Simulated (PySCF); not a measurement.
**Ions at one geometry of [TlBr2]+**

PySCF 2.14.0, RKS PBE0, Tl def2-SVP with ECP60, Br def2-SVP; non-relativistic Hamiltonian with scalar-relativistic core potentials where named; density fitting; no spin-orbit coupling; singlets restricted, open shells unrestricted. The geometry is relaxed for charge +1, singlet, vacuum:

```xyz
3

Tl    0.0000    0.0000    0.2417
Br    2.4300    0.0000    0.2421
Br   -2.4300    0.0000    0.2421
```

Energies count from the relaxed state; an electron taken off or put on is at rest in vacuum. Charges and spins are Mulliken's.

```csv
state,energy (eV),spin squared,charge on Tl1 (e),spin on Tl1 (e),dipole about the centre of mass (D)
"charge +1, singlet, vacuum",0.00,0.00,0.78,0.00,0.00
"charge 0, doublet, vacuum",-7.62,0.75,0.43,0.32,0.00
```

What does the state charge +2, doublet, vacuum give?

energy (eV) 16.27, spin squared 0.76, charge on Tl1 (e) 0.96, spin on Tl1 (e) -0.06, dipole about the centre of mass (D) 0.00.

With an electron taken off (doublet) the charges change, summed by element, by Tl +0.18 e, Br +0.82 e. The vertical ionisation energy is 16.27 eV, against −ε(HOMO) = 14.15 eV of the relaxed state. The level lies 2.1 eV too high, as is usual for semilocal functionals and global hybrids, which keep a self-interaction error.

With an electron put on (doublet) the charges change, summed by element, by Tl -0.35 e, Br -0.65 e. The vertical electron affinity is 7.62 eV, against −ε(LUMO) = 9.70 eV of the relaxed state.

Open shells may have lower solutions than those found.
